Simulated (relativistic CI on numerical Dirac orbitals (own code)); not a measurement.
## What each ingredient does to the levels of Al3+

Base calculation: Dirac-Coulomb-Breit CI, orbitals from a KLI potential per configuration, model QED (radiative potential, 1s self-energy scaled to tabulated hydrogen-like ionisation energies), valence Slater integrals scaled by 0.85, P86 correlation energy added to each configuration.

CI space (outside the closed core 1s2): 2s2.2p6, 2s2.2p5.3s, 2s2.2p5.3p, 2s2.2p5.3d, 2s2.2p5.4s, 2s2.2p5.4p, 2s2.2p5.4d, 2s2.2p5.4f, 2s2.2p4.3s2, 2s.2p6.3s, 2s2.2p4.3s.3p, 2s.2p6.3p, 2s2.2p4.3p2, 2s2.2p4.3s.3d, 2s.2p6.3d, 2s2.2p4.3p.3d. Levels of other configurations are missing.

Variants: (1) self-excluded LDA correlation estimate; (2) no correlation estimate; (3) configuration mixing switched off; (4) non-relativistic limit. Shifts of the energy above 2s2.2p6 1S_0, in cm⁻¹, for the lowest level and the first level of each name with at least 55 % of one term (blank where a level changes its place among those of its configuration and J or its character, or is not in the variant):

```
           Level    Base   Δ(1)   Δ(2)   Δ(3)   Δ(4)  Measured
    2s2.2p6 1S_0       0      0      0      0      0         0
2s2.2p5.3s 3P°_2  614887  +3270  -7397   +321  +1956          
2s2.2p5.3s 3P°_1  616659  +3270  -7397   +334   +184    618474
2s2.2p5.3s 3P°_0  618272  +3270  -7397   +330  -1428          
2s2.2p5.3s 1P°_1  622402  +3272  -7397   +427   +337    624718
 2s2.2p5.3p 3S_1  671727  +3972  -7693  +1244   +518    671632
 2s2.2p5.3p 3D_3  679238  +3978  -7687   -190  +1351          
 2s2.2p5.3p 3D_2  679980  +3978  -7687   -158   +610          
 2s2.2p5.3p 3D_1  681271  +3978  -7687   -196   -681          
 2s2.2p5.3p 1P_1  684740  +3978  -7687   -247                 
 2s2.2p5.3p 3P_0  685851  +3979  -7687   -243   -606          
 2s2.2p5.3p 3P_1  686270  +3978  -7687   -231                 
 2s2.2p5.3p 1S_0  714770  +4108  -7728  +5822   +199    714097
2s2.2p5.3d 3P°_0  757133  +4783  -7891    +18  +1368    759193
```

Correlation outside the listed configurations is missing or only estimated: errors of thousands of cm⁻¹ between configurations and terms are usual at this charge. Rates and lifetimes follow the computed energies and can be off by large factors. The fine structure of a lone outer electron comes out too small, for d and f at times inverted, and misplaced configurations move strength between like terms. 14 of the 16 excited levels that our extract of the measured tables holds in this range could be paired (the sources list more); they are missed by 1954 cm⁻¹ on average and 2653 at most, and levels without a partner can miss by more.

Measured levels: NIST levels in Kelleher and Podobedova, J. Phys. Chem. Ref. Data 37, 709 (2008); Martin and Zalubas, J. Phys. Chem. Ref. Data 8, 817 (1979).

Ionisation energy from the two ground configurations alone: base 119.759 eV; self-excluded LDA correlation estimate 120.497 eV; no correlation estimate 118.385 eV. The NIST ASD value (measured) is 119.992 eV.

LS names give the leading component of a level, which can be under half, so a name can repeat, a term be missing and a line seem to break the LS rules.
